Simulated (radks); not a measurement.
All-electron atom: the selenium ion Se3+ in [Ar] 3d10 4s1.75 4p1.25 (fractional occupations, a model configuration). Calculated with a radial shooting solver on a logarithmic mesh with Libxc functionals: Dirac Kohn-Sham, LDA (Slater exchange, Perdew-Zunger correlation), spin-unpolarised, spherical densities, finite nucleus; open shells fill j = l - 1/2 first; Fermi nuclear charge, rms radius 4.14 fm.

Normalised radial functions P(r) = r R(r) (large component), r in bohr:

r           3p3/2   3d3/2    4p3/2
0.004462   0.0085  0.0001   0.0027
0.005857   0.0142  0.0001   0.0046
0.007749   0.0239  0.0003   0.0078
0.01017    0.0394  0.0007   0.0128
0.01346    0.0649  0.0014   0.0211
0.01767    0.1037  0.0030   0.0337
0.02319    0.1620  0.0063   0.0526
0.03068    0.2486  0.0132   0.0807
0.04027    0.3621  0.0267   0.1174
0.05328    0.5044  0.0535   0.1632
0.06994    0.6463  0.1015   0.2084
0.09254    0.7471  0.1872   0.2391
0.1215     0.7269  0.3208   0.2287
0.1607     0.5010  0.5199   0.1490
0.2109     0.0475  0.7638  -0.0050
0.2769    -0.5612  1.0161  -0.2027
0.3664    -1.1355  1.2076  -0.3643
0.4809    -1.4003  1.2498  -0.3749
0.6363    -1.2679  1.1157  -0.1764
0.8351    -0.8725  0.8553   0.1753
1.105     -0.4387  0.5426   0.5601
1.45      -0.1596  0.2819   0.7920
1.919     -0.0363  0.1084   0.7766
2.519     -0.0050  0.0299   0.5485
3.306     -0.0003  0.0051   0.2688
4.375     0.0000  0.0004   0.0809
5.742     0.0000  0.0000   0.0143
7.598     0.0000  0.0000   0.0011

3p3/2: eigenvalue -187.49 eV, 1 radial node at r = 0.216 bohr, <r> = 0.593 bohr, 90 % of the charge inside 0.908 bohr. 3d3/2: eigenvalue -90.526 eV, 0 radial nodes, <r> = 0.624 bohr, 90 % of the charge inside 1.04 bohr. 4p3/2 (empty): eigenvalue -36.665 eV, 2 radial nodes at r = 0.209, 0.736 bohr, <r> = 1.88 bohr, 90 % of the charge inside 2.78 bohr.
